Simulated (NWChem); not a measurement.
Species: BN$_{2}$H$_{4}$Cl; SMILES NB(N)Cl

```xyz
8

B      0.0000     0.0000     0.4472
Cl     0.0000     0.0000    -1.3584
N      0.0000    -1.2544     1.1039
H      0.0000    -1.3655     2.1161
H      0.0000    -2.1293     0.5851
N      0.0000     1.2544     1.1039
H      0.0000     1.3655     2.1161
H      0.0000     2.1293     0.5851
```
Atoms are numbered in this order, from 1.

Results from NWChem. The geometry was optimised at PBE-D3(BJ)/def2-SVP.

Question: Predict the results for revPBE/def2-SVP. Quantities: highest occupied level (eV); orbital gap (eV); dipole (D).

Answer: 
| Property | Result |
|---|---|
| highest occupied level (eV) | -5.46 |
| orbital gap (eV) | 6.21 |
| dipole (D) | 2.87 |
